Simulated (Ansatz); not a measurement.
Z-matrix (Å, degrees):
```
C
S 1 1.823
H 1 1.089 2 108.4
H 1 1.090 2 112.4 3 120.4
H 1 1.089 2 108.7 3 -118.8
Al 2 2.165 1 101.9 3 -123.6
Si 6 2.445 2 126.3 1 0.4
F 6 1.651 2 115.6 1 -179.3
H 7 1.489 6 112.5 2 12.3
H 7 1.488 6 110.2 2 132.9
H 7 1.489 6 110.1 2 -107.9
```

Total charge 0; spin multiplicity 1.

Question: List the r2SCAN/def2-TZVPP orbital energies in eV (Ansatz 0.2.0). (An estimate is asked.)

Answer: Computed: Occupied: -2409.03, -1791.00, -1517.75, -665.28, -274.16, -213.46, -157.54, -157.41, -157.36, -141.52, -111.21, -96.37, -96.36, -96.36, -71.53, -71.36, -71.34, -29.99, -20.34, -16.49, -13.98, -11.65, -11.22, -11.17, -10.14, -10.00, -9.57, -9.07, -9.03, -8.29, -6.96, -6.48. Lowest empty: -1.97, -0.99, -0.72, 0.05, 0.85, 0.99, 1.69, 1.95.
